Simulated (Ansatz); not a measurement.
Ideal-gas functions of CH₃F₂NSi (`F/C=N/[SiH2]F`) at 298.15 K and 1 bar, from an Ansatz frequency run at PBE0-D4/def2-TZVP.

Molar mass 95.12 g/mol, point group Cs (symmetry number 1), electronic degeneracy 1, moments of inertia 39.89, 267.446, 301.224 u Å². Harmonic wavenumbers (cm⁻¹, unscaled): 93, 148, 180, 341, 501, 683, 751, 849, 883, 947, 963, 1008, 1149, 1377, 1834, 2277, 2280, 3120.

Use S(trans) = R[1.5 ln M + 2.5 ln T − 1.1517]; rotational temperatures θ = 24.2544 K / I; S(rot) = R[ln(√π/σ · √(T³/θAθBθC)) + 1.5]; for each mode x = 1.438777 ν̃/T, S = R[x/(eˣ − 1) − ln(1 − e⁻ˣ)] and H = RT x/(eˣ − 1); 1 cm⁻¹ = 0.0119627 kJ/mol; R = 8.31446 J/(mol·K).

By hand: the entropy, in J/(mol·K).

Translation 165.7. Rotation: θ = 0.608, 0.0907, 0.0805 K, giving 110.8. Vibration, mode by mode: 15.05, 11.29, 9.74, 5.05, 2.74, 1.37, 1.05, 0.72, 0.63, 0.48, 0.45, 0.38, 0.21, 0.08, 0.01, 0.00, 0.00, 0.00, in all 49.3. Electronic 0.0. Sum 325.8 J/(mol·K).

By hand: H − E and G − E in kJ/mol, counted from the electronic energy.

Zero-point energy ½ × 19384 × 0.0119627 = 115.9; thermal vibration 8.1; translation, rotation and pV give 4 RT = 9.9. H − E = 133.9 kJ/mol, and G − E = 133.9 − 298.15 × 325.8/1000 = 36.8 kJ/mol.

Vibration gives 15 % of the entropy, 26.3 J/(mol·K) of it from the modes under 150 cm⁻¹: soft modes count most, and the harmonic formula is weakest for them. The sum counts one conformer and one mirror image; others add a mixing term.
